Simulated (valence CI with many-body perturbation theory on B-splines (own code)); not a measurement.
# Hyperfine factors and g values of Sm XXXII

Calculated by relativistic CI+MBPT: three valence electrons over a frozen Dirac-Fock core [Ar] 3d10, a basis of 11 s, 11 p, 10 d, 8 f, 5 g, 2 h functions for each j, with the one-electron correlation potential Σ1, the two-electron term Σ2, the three-electron term Σ3, Breit, model QED; selected CI, second order for the rest, scaled by the run's own slope (own B-spline code, finite nucleus).

The last digits are not significant, and no measured levels were compared; by estimate large intervals hold to a few tenths of a per cent, small ones and those within an open d or f shell to about a per cent.

A/g_I is the dipole constant over the nuclear g factor μ/I (μ in nuclear magnetons, uniformly magnetised nucleus), B/Q the quadrupole constant per barn. Both hold the static response of the core; the bare values leave it out. Large factors of s and p1/2 electrons are usually good to 5 to 10 %; those of open d and f shells near neutrality can be off by tens of per cent, and small factors of p3/2, d and f electrons come from cancelling terms and can be off by a factor of two or in sign, in half-filled shells by more. B is blank for J = 1/2, where it vanishes, and for nearly pure S terms. Energies count from the lowest level.

Levels are named by their leading jj configuration (3d3/2^4 stands for four electrons in 3d with j = 3/2), which in mixed levels can hold well under half, so a name can repeat and another be missing. Letters in brackets count levels of one name in rising energy.

| Level | E (cm⁻¹) | g | A/g_I (MHz) | A/g_I bare | B/Q (MHz/b) | B/Q bare |
| --- | --- | --- | --- | --- | --- | --- |
| (4s^2 4p1/2) J=1/2 | 0 | 0.662 | 200000 | 193000 |  |  |
| (4s^2 4p3/2) J=3/2 | 303930 | 1.331 | 28700 | 27500 | 55100 | 52900 |
| (4s 4p1/2^2) J=1/2 | 544560 | 2.338 | 593000 | 570000 |  |  |
| (4s 4p1/2 4p3/2) J=3/2 [a] | 777710 | 1.681 | 159000 | 153000 | 44700 | 42900 |
| (4s 4p1/2 4p3/2) J=5/2 | 826060 | 1.395 | 183000 | 176000 | 23800 | 22900 |
| (4s 4p1/2 4p3/2) J=3/2 [b] | 898850 | 0.936 | -3400 | -3210 | 46600 | 44800 |
| (4s 4p1/2 4p3/2) J=1/2 | 924540 | 1.177 | -157000 | -150000 |  |  |
| (4s 4p3/2^2) J=5/2 | 1106100 | 1.397 | 146000 | 140000 | 24900 | 23900 |
| (4s 4p3/2^2) J=3/2 | 1217700 | 1.118 | -49000 | -46900 | -24000 | -23000 |
| (4s 4p3/2^2) J=1/2 | 1229000 | 1.814 | 634000 | 609000 |  |  |
| (4s^2 4d3/2) J=3/2 | 1291500 | 0.921 | -27700 | -26300 | 8200 | 7930 |
| (4s^2 4d5/2) J=5/2 | 1333800 | 1.202 | 17600 | 17300 | 18000 | 17500 |
| (4p1/2^2 4p3/2) J=3/2 | 1458600 | 1.337 | 24100 | 23500 | 50100 | 48100 |
| (4s 4p1/2 4d3/2) J=3/2 [a] | 1682900 | 0.650 | -51400 | -49200 | 8240 | 8000 |
| (4s 4p1/2 4d3/2) J=5/2 | 1698400 | 1.133 | 119000 | 115000 | -11700 | -11200 |
| (4p1/2 4p3/2^2) J=3/2 | 1716400 | 1.269 | -18000 | -17000 | 2770 | 2670 |
| (4p1/2 4p3/2^2) J=5/2 | 1747300 | 1.103 | 63500 | 61300 | 4680 | 4550 |
| (4p1/2 4p3/2^2) J=1/2 | 1799000 | 0.582 | 82100 | 78700 |  |  |
| (4s 4p1/2 4d3/2) J=3/2 [b] | 1803100 | 1.339 | 96100 | 93000 | 7840 | 7540 |
| (4s 4p1/2 4d3/2) J=1/2 | 1803500 | 0.439 | -135000 | -129000 |  |  |
| (4s 4p1/2 4d5/2) J=5/2 [a] | 1810400 | 1.435 | 100000 | 96800 | 13100 | 12700 |
| (4s 4p1/2 4d5/2) J=7/2 | 1816300 | 1.256 | 117000 | 113000 | -783 | -602 |
| (4s 4p1/2 4d5/2) J=5/2 [b] | 1891900 | 0.957 | 10900 | 10800 | 30700 | 29700 |
| (4s 4p1/2 4d5/2) J=3/2 | 1921200 | 1.019 | -61200 | -58400 | 13200 | 12800 |
| (4p3/2^3) J=3/2 | 2026300 | 1.290 | 72000 | 69300 | -29900 | -28700 |
| (4s 4p3/2 4d5/2) J=9/2 | 2041000 | 1.331 | 84900 | 81900 | 67200 | 64600 |
| (4s 4p3/2 4d3/2) J=5/2 [a] | 2043200 | 1.277 | 102000 | 97900 | 9970 | 9530 |
| (4s 4p3/2 4d3/2) J=1/2 [a] | 2044000 | 2.356 | 340000 | 327000 |  |  |
| (4s 4p3/2 4d3/2) J=7/2 | 2052900 | 1.325 | 97100 | 93700 | 29100 | 28000 |
| (4s 4p3/2 4d3/2) J=3/2 [a] | 2055600 | 1.446 | 49000 | 47600 | -21500 | -20600 |
| (4s 4p3/2 4d5/2) J=5/2 [a] | 2114100 | 1.334 | 129000 | 124000 | -27800 | -26600 |
| (4s 4p3/2 4d3/2) J=3/2 [b] | 2116000 | 0.975 | -28800 | -27400 | -28400 | -27300 |
| (4s 4p3/2 4d3/2) J=5/2 [b] | 2151800 | 0.905 | -29000 | -27600 | 37100 | 35700 |
| (4s 4p3/2 4d5/2) J=7/2 [a] | 2167600 | 1.153 | 11400 | 11200 | 64400 | 62000 |
| (4s 4p3/2 4d5/2) J=7/2 [b] | 2175500 | 1.205 | 45700 | 44300 | 26300 | 25300 |
| (4s 4p3/2 4d3/2) J=1/2 [b] | 2187900 | 0.601 | 14200 | 14100 |  |  |
| (4s 4p3/2 4d5/2) J=1/2 | 2235400 | 0.673 | -130000 | -124000 |  |  |
| (4s 4p3/2 4d5/2) J=3/2 | 2258200 | 1.309 | 132000 | 127000 | 16400 | 15800 |
| (4s 4p3/2 4d5/2) J=5/2 [b] | 2264600 | 1.142 | -44700 | -42500 | -24600 | -23500 |
| (4s 4p3/2 4d3/2) J=3/2 [c] | 2267300 | 1.076 | 20800 | 20200 | -42900 | -41200 |

Problem. Take the isotope of mass number 149, with I = 7/2, μ = -0.6677 μN and Q = 0.075 b. What is the hyperfine structure of (4s^2 4p3/2) J=3/2?

Solution. From the table A = -5480 MHz, B = 4130 MHz. Shifts from the centre of gravity in MHz: F = 2: 39200, F = 3: 19800, F = 4: -3290, F = 5: -27700.
